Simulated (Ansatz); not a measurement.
System: C$_{2}$H$_{4}$BO, net charge 0, doublet state. It need not be the lowest isomer of its formula. SMILES: C=C[B]O
Coordinates optimised at B3LYP-D3(BJ)/def2-TZVP (Ansatz, a quantum-chemistry and plane-wave program):
```
C
C 1 1.3350
H 2 1.0842 1 121.01
H 2 1.0844 3 116.56 1 180.00
H 1 1.0912 2 118.51 3 -180.00
B 1 1.5412 5 118.79 2 -180.00
O 6 1.3461 1 122.95 5 0.00
H 7 0.9623 6 114.86 1 -180.00
```
Charge 0, spin multiplicity 2.

Property: atomisation energy (electronic, to ground-state atoms), in kcal/mol. Correlated levels leave the core frozen unless marked. UHF or UKS for open shells. No spin-orbit coupling. No relativistic terms. The coupled-cluster limit lacks core correlation, which all-electron functionals hold. Basis-set limits of correlation are two-point, X^-3; Hartree-Fock from the larger set.

| level | program | atomisation energy (kcal/mol) |
|---|---|---|
| SVWN5/def2-TZVPD | Ansatz | 899.3 |
| revPBE-D3(BJ)/def2-TZVPD | Ansatz + dftd3 | 782.0 |
| r2SCAN-D3(BJ)/def2-TZVPD | Ansatz + dftd3 | 788.8 |
| r2SCAN-D4/def2-TZVPD | Ansatz + dftd4 | 788.7 |
| B3LYP/def2-TZVPD | Ansatz | 778.8 |
| PBE0/def2-SVP | Ansatz | 793.9 |
| BHLYP-D3(BJ)/def2-TZVPD | Ansatz + dftd3 | 758.0 |
| r2SCANh-D4/def2-TZVPD | Ansatz + dftd4 | 782.9 |
| r2SCAN0/def2-TZVPD | Ansatz | 773.8 |
| LC-wPBE/def2-TZVPD | Ansatz | 782.0 |
| B2GP-PLYP-D4/def2-TZVPD | Ansatz + dftd4 | 773.2 |
| B2PLYP-D3(BJ)/def2-TZVPD | Ansatz + dftd3 | 776.6 |
| RPA@PBE/cc-pVQZ | Ansatz | 731.8 |
| MP2/STO-3G | Ansatz | 747.5 |
| MP2/6-31G | Ansatz | 672.5 |
| MP2/cc-pVTZ | Ansatz | 776.4 |
| RI-MP2/cc-pVQZ | Ansatz | 788.3 |
| SCS-MP2/STO-3G | Ansatz | 748.3 |
| CCSD(T)/cc-pVTZ | Ansatz | 759.1 |
| CCSD(T) with core electrons/cc-pwCVTZ | Ansatz | 763.9 |
| CCSD(T)/CBS(cc-pVTZ,cc-pVQZ) | Ansatz | 777.9 |
